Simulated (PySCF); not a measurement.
# Electron correlation in As²⁹⁺ (arsenic, charge +29)

Starting occupation: [He] 2s2. Computed with PySCF 2.14 in an even-tempered Gaussian basis (17 s from 2.4 bohr⁻², ratio 2.6; 12 p from 3.1 bohr⁻², ratio 2.6; 7 d from 3.2 bohr⁻², ratio 2.8; 4 f from 65 bohr⁻², ratio 2.8), with X2C-1e with screened-nucleus spin-orbit coupling, Gaussian nucleus. Frozen: nothing; 4 electrons correlated; the 32 highest virtual spinors left out.

MP2 pair energies summed by pair of shells (mhartree):

```csv
pair,energy,share (%)
2s1/2-2s1/2,-189.36,75.5
1s1/2-1s1/2,-44.69,17.8
1s1/2-2s1/2,-16.76,6.7
```

Total MP2 correlation energy: -250.81 mhartree.

The virtual space was cut to 50 spinors, which keep -237.58 of the -250.81 mhartree of MP2 correlation.

```tsv
level	correlation energy (mhartree)
CCSD	-367.79
(T)	-0.44
CCSD(T)	-368.23
```

Diagnostics: T1 = 0.00057, largest double amplitude 0.142.

Cost of the coupled-cluster step: about 11 core-seconds, for 4 occupied and 50 virtual spinors.

The coupled-cluster values are those of the cut space; adding the MP2 remainder, -13.23 mhartree, estimates the full space.

At this charge the one-electron X2C treatment keeps the bare 1/r₁₂, with no two-electron picture change or Breit term. That inflates the 1s pair energies well beyond their four-component values.
